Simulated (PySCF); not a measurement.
## Distorted geometries of [Yb(NH3)3]3+

[Yb(NH3)3]3+ (singlet in the valence; each metal's 4f electrons, 13 of them, lie in its core potential, out of spins and levels). PySCF 2.14.0, RKS PBE0, Yb lcecp-1-SVP with ECP59, N def2-SVP, H def2-SVP; non-relativistic Hamiltonian with scalar-relativistic core potentials where named; density fitting; no spin-orbit coupling. Relaxed geometry:

```xyz
13

Yb    0.0000    0.0000   -0.6929
N     2.2163    0.0142    0.0610
H     2.3841   -0.3941    1.0003
H     2.8906   -0.5058   -0.5344
H     2.6589    0.9497    0.1371
N    -1.1204    1.9123    0.0610
H    -0.8508    2.2617    1.0003
H    -1.0073    2.7562   -0.5344
H    -2.1520    1.8278    0.1371
N    -1.0958   -1.9264    0.0610
H    -1.5333   -1.8677    1.0003
H    -1.8833   -2.2504   -0.5344
H    -0.5070   -2.7776    0.1371
```

**Question.** Order these distorted geometries by energy above the relaxed one, lowest first.
A.
```xyz
13

Yb    0.0884    0.0691   -0.7807
N     2.2744   -0.0042    0.1870
H     2.4045   -0.3197    0.8985
H     2.8203   -0.5843   -0.4896
H     2.6449    0.9395    0.1049
N    -1.1098    1.9768   -0.0925
H    -0.9435    2.2384    0.9851
H    -1.0728    2.7248   -0.4661
H    -2.0974    1.9286    0.0497
N    -1.1154   -1.9418    0.0304
H    -1.4255   -1.8877    1.0947
H    -1.9011   -2.3431   -0.4498
H    -0.5668   -2.7963    0.2279
```
B.
```xyz
13

Yb   -0.0407    0.0006   -0.7306
N     2.1709    0.0384    0.0787
H     2.3965   -0.3848    0.9889
H     2.8802   -0.5304   -0.5852
H     2.6890    0.9755    0.1589
N    -1.1498    1.9104    0.1120
H    -0.8415    2.2477    0.9956
H    -1.0136    2.7523   -0.5351
H    -2.1003    1.8399    0.1459
N    -1.1060   -1.9241    0.0591
H    -1.4992   -1.8549    0.9956
H    -1.9234   -2.3010   -0.5080
H    -0.4620   -2.7696    0.1236
```
C.
```xyz
13

Yb    0.0253   -0.0259   -0.7008
N     2.1825    0.0217    0.0578
H     2.3781   -0.4515    0.9676
H     2.8971   -0.4630   -0.5503
H     2.6679    0.9672    0.1787
N    -1.1177    1.9072    0.0587
H    -0.8382    2.2419    1.0028
H    -0.9685    2.7567   -0.5224
H    -2.1643    1.8314    0.1613
N    -1.0984   -1.9044    0.0212
H    -1.5797   -1.8475    1.0234
H    -1.8501   -2.2936   -0.5359
H    -0.5340   -2.7401    0.1372
```

**Answer.** C (0.20 eV), B (0.44 eV), A (4.21 eV).

**Question.** Which forces (eV/Å) act in the one that lies 0.44 eV up?

**Answer.** 
```
Yb   0.13  0.12  0.26
N    2.27 -0.22 -1.87
H   -0.14 -0.20  0.39
H   -1.60  1.34  1.50
H   -0.74 -0.99 -0.19
N    4.08  0.44 -3.09
H    0.38  0.63  1.71
H   -0.11 -0.81  0.80
H   -4.31 -0.32  0.46
N    0.31 -1.06 -1.18
H   -0.30  0.00  0.76
H    0.72  0.34  0.45
H   -0.69  0.72 -0.02
```
Forces carry noise of the integration grid, about 0.01 to 0.03 eV/Å.

No frequency check is given that shows the relaxed geometry to be a minimum, and it was reached by following one of several unstable modes of a saddle point. An lcecp potential fixes the number of 4f electrons, so in runs with it no electron can move into or out of that shell.
